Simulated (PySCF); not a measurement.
# One molecule, several mistakes: Al2HN

Calculated results; nothing here was measured. The program is PySCF 2.14.0, an open-source quantum chemistry code, run on an isolated molecule that a program drew, which may never have been made. The molecule is Al2HN (charge 0, singlet), drawn as the SMILES string `[NH]=[Al][Al]`.

Each row is a Hartree-Fock (HF) and frozen-core CCSD(T) single point in the cc-pV(D+d)Z basis, meant for a local HF minimum. Run 1 is clean. Each other run has one planted mistake out of seven kinds, and not every kind appears here: one electron removed, one electron added, multiplicity raised by two, geometry at a saddle point, minimal basis STO-3G, one bond length entered in bohr, all coordinates scaled. The reference is restricted for singlets and unrestricted otherwise, and also for a bond in bohr. Adding or removing an electron swaps singlet and doublet. Electrons count all cores. HOMO and LUMO are orbital energies over both spins, the gradient is its largest component, and the lowest frequency (negative if imaginary) is given only where the gradient is small. Bond lengths are over the 3 bonds as drawn. T1 is the CCSD diagnostic: over 0.02 (restricted) or 0.045 (unrestricted) a single reference is doubtful.

Geometry of the clean run:
```xyz
4
Al2HN, angstrom
N     1.0875   -1.0976    0.4692
Al    2.5570   -0.4453    0.3934
Al    5.1068    0.6863    0.2618
H     0.1819   -1.4996    0.5160
```

| run | electrons | basis functions | <S^2> | HOMO (eV) | LUMO (eV) | gradient (hartree/bohr) | lowest frequency (cm^-1) | mean bond (Å) | longest bond (Å) | T1 | HF (hartree) | CCSD(T) (hartree) | mistake |
|---|---|---|---|---|---|---|---|---|---|---|---|---|---|
| 1 | 34 | 65 | 0.000 | -8.09 | -0.27 | 4.9e-06 | 90 | 1.7980 | 2.793 | 0.0356 | -538.80044 | -539.11859 | no fault |
| 2 | 34 | 65 | 0.000 | -8.14 | -0.31 | 2.3e-02 | - | 1.8358 | 2.851 | 0.0371 | -538.79879 | -539.11994 | all coordinates scaled |
| 3 | 35 | 65 | 0.932 | -1.26 | 4.79 | 2.0e-02 | - | 1.7980 | 2.793 | 0.0558 | -538.82841 | -539.15015 | one electron added |
| 4 | 34 | 65 | 2.248 | -6.91 | -0.77 | 2.1e-02 | - | 1.7980 | 2.793 | 0.0566 | -538.76692 | -539.06075 | ? |

**Which mistake was planted in run 4, and what did it cost?**

Electrons, basis and geometry are unchanged, and <S^2> is 2.248, beside S(S+1) = 2.00 for a multiplicity of 3. So the mistake is: multiplicity raised by two. Subtracting run 1 and multiplying by 627.51 kcal/mol a hartree, the energy moved by 21.0 kcal/mol in HF and 36.3 kcal/mol in CCSD(T).

Cautions from the logs. Run 1: T1 is over the limit, so its CCSD(T) energy is less reliable; run 2: T1 is over the limit, so its CCSD(T) energy is less reliable; run 3: T1 is over the limit, so its CCSD(T) energy is less reliable; run 4: T1 is over the limit, so its CCSD(T) energy is less reliable.
